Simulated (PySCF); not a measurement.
Spinor energies of Se¹⁵⁺ (selenium, charge +15)

Start: [Ar] 3d1; 3d3/2 filled at m_j = +3/2. Calculated with PySCF 2.14 in an uncontracted even-tempered set (17 s from 1.3 bohr⁻², ratio 2.8; 12 p from 1.7 bohr⁻², ratio 2.8; 8 d from 1.7 bohr⁻², ratio 2.8; 4 f from 5.1 bohr⁻², ratio 3): generalised Hartree-Fock with the X2C-1e Hamiltonian and a Gaussian nucleus; one run each with spin-orbit coupling (SO) switched off, then screened by Boettger's factors.

```json
{"spinor shell": "1s1/2", "electrons": "2", "ε, spin-free (eV)": "-13249.0", "ε, screened SO (eV)": "-13248.5", "weight of nominal j (screened SO)": "1.000", "rms radius, screened SO (bohr)": "0.0508"}
{"spinor shell": "2s1/2", "electrons": "2", "ε, spin-free (eV)": "-2209.4", "ε, screened SO (eV)": "-2209.2", "weight of nominal j (screened SO)": "1.000", "rms radius, screened SO (bohr)": "0.211"}
{"spinor shell": "2p1/2", "electrons": "2", "ε, spin-free (eV)": "-2000.5", "ε, screened SO (eV)": "-2030.5", "weight of nominal j (screened SO)": "1.000", "rms radius, screened SO (bohr)": "0.185"}
{"spinor shell": "2p3/2", "electrons": "4", "ε, spin-free (eV)": "-2000.5", "ε, screened SO (eV)": "-1985.9", "weight of nominal j (screened SO)": "1.000", "rms radius, screened SO (bohr)": "0.189"}
{"spinor shell": "3s1/2", "electrons": "2", "ε, spin-free (eV)": "-681.45", "ε, screened SO (eV)": "-681.39", "weight of nominal j (screened SO)": "1.000", "rms radius, screened SO (bohr)": "0.551"}
{"spinor shell": "3p1/2", "electrons": "2", "ε, spin-free (eV)": "-608.72", "ε, screened SO (eV)": "-616.39", "weight of nominal j (screened SO)": "0.978", "rms radius, screened SO (bohr)": "0.547"}
{"spinor shell": "3p3/2", "electrons": "4", "ε, spin-free (eV)": "-608.72", "ε, screened SO (eV)": "-604.95", "weight of nominal j (screened SO)": "0.989", "rms radius, screened SO (bohr)": "0.554"}
{"spinor shell": "3d3/2", "electrons": "1", "ε, spin-free (eV)": "-518.17", "ε, screened SO (eV)": "-519.00", "weight of nominal j (screened SO)": "1.000", "rms radius, screened SO (bohr)": "0.512"}
```

```json
{"quantity": "E (hartree)", "spin-free": "-2318.50159", "screened SO": "-2318.65498"}
{"quantity": "M_J", "spin-free": "3/2", "screened SO": "3/2"}
{"quantity": "⟨J²⟩", "spin-free": "4.136", "screened SO": "3.752"}
{"quantity": "⟨L²⟩", "spin-free": "6.003", "screened SO": "6.005"}
{"quantity": "⟨S²⟩", "spin-free": "0.751", "screened SO": "0.753"}
```

Each row is a mean over spinors that exchange with the open shell spreads, by up to 9.690 eV (3p1/2).

Without spin-orbit coupling the j labels of p, d and f shells carry no meaning; the spin-free column gives the mean over the occupied spinors of each nl shell, and its ⟨J²⟩ belongs to a mixture of degenerate components.
